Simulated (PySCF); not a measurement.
Compound: CF3CH2OCH2CF3, C4H4F6O.
Numbering: `[F:1][C:2]([F:3])([F:4])[CH2:5][O:6][CH2:7][C:8]([F:9])([F:10])[F:11]` (hydrogens: H12, H13 on C5; H14, H15 on C7)

The same species was optimised twice, with GFN2-xTB and with PBE0-D3(BJ)/def2-SVP (PySCF), and the same property calculations (PySCF, gas phase) were run on both structures.

| coordinate | GFN2-xTB | PBE0-D3(BJ)/def2-SVP | change |
| --- | --- | --- | --- |
| C2–C5 (Å) | 1.536 | 1.518 | -0.018 |
| C7–C8 (Å) | 1.528 | 1.512 | -0.016 |
| O6–C7 (Å) | 1.409 | 1.395 | -0.014 |
| C5–O6 (Å) | 1.395 | 1.386 | -0.009 |
| C8–F9 (Å) | 1.342 | 1.336 | -0.006 |
| C2–F4 (Å) | 1.338 | 1.334 | -0.004 |
| F1–C2 (Å) | 1.344 | 1.340 | -0.004 |
| C2–F3 (Å) | 1.332 | 1.328 | -0.004 |
| C8–F10 (Å) | 1.335 | 1.333 | -0.002 |
| C8–F11 (Å) | 1.331 | 1.329 | -0.002 |
| O6–C7–C8 (°) | 107.2 | 108.5 | +1.3 |
| C7–C8–F9 (°) | 110.4 | 109.1 | -1.3 |
| C5–O6–C7 (°) | 115.6 | 116.8 | +1.2 |
| F1–C2–F4 (°) | 106.6 | 107.7 | +1.1 |
| F9–C8–F10 (°) | 106.8 | 108.0 | +1.2 |
| F9–C8–F11 (°) | 107.0 | 108.1 | +1.1 |
| F3–C2–F4 (°) | 107.5 | 108.5 | +1.0 |
| F1–C2–C5 (°) | 112.2 | 111.3 | -0.9 |
| F1–C2–C5–O6 (°) | -74 | -63 | +11 |
| C2–C5–O6–C7 (°) | 69 | 77 | +8 |
| C5–O6–C7–C8 (°) | 161 | 146 | -15 |
| O6–C7–C8–F9 (°) | 180 | 179 | -1 |

Rotational constants: A = 2538, B = 474.9, C = 468.7 MHz (GFN2-xTB) against A = 2581, B = 468.7, C = 464.5 MHz (PBE0-D3(BJ)/def2-SVP). Point groups within 0.08 Å: C1 and C1.

On the GFN2-xTB structure: HOMO (eV) -8.86 [PBE0/pcSseg-1]; LUMO (eV) 0.97 [PBE0/pcSseg-1]; dipole (D) 2.17 [PBE0/pcSseg-1]; GIAO shielding of F1 (×6) (mean) (ppm) 260.0 [PBE0/pcSseg-1]; GIAO shielding of C2/C8 (mean) (ppm) 54.6 [PBE0/pcSseg-1]; GIAO shielding of C5/C7 (mean) (ppm) 112.2 [PBE0/pcSseg-1]; GIAO shielding of O6 (ppm) 314.1 [PBE0/pcSseg-1].

Problem. What do these properties become on the PBE0-D3(BJ)/def2-SVP structure?

Solution. 
| property | level | on GFN2-xTB | on PBE0-D3(BJ)/def2-SVP | change |
| --- | --- | --- | --- | --- |
| HOMO (eV) | PBE0/pcSseg-1 | -8.86 | -8.79 | +0.07 |
| LUMO (eV) | PBE0/pcSseg-1 | 0.97 | 1.02 | +0.05 |
| dipole (D) | PBE0/pcSseg-1 | 2.17 | 1.87 | -0.30 |
| energy, GFN2-xTB geometry as zero (kcal/mol) | PBE0/pcSseg-1 | 0.0 | -0.6 | -0.6 |
| GIAO shielding of F1 (×6) (mean) (ppm) | PBE0/pcSseg-1 | 260.0 | 266.3 | +6.3 |
| GIAO shielding of C2/C8 (mean) (ppm) | PBE0/pcSseg-1 | 54.6 | 56.0 | +1.4 |
| GIAO shielding of C5/C7 (mean) (ppm) | PBE0/pcSseg-1 | 112.2 | 111.5 | -0.7 |
| GIAO shielding of O6 (ppm) | PBE0/pcSseg-1 | 314.1 | 321.3 | +7.2 |

The heavy atoms differ by 0.191 Å rms after alignment. Among bonds between heavy atoms C2–C5 changes most (-0.018 Å). Changes are differences of the printed values. Neither structure is proved a minimum here.

Shape of the structure used: `[F:1][C:2]([F:3])([F:4])[CH2:5][O:6][CH2:7][C:8]([F:9])([F:10])[F:11]`: F1–C2–C5–O6 -63°, C2–C5–O6–C7 77°, C5–O6–C7–C8 146°, O6–C7–C8–F9 179°.
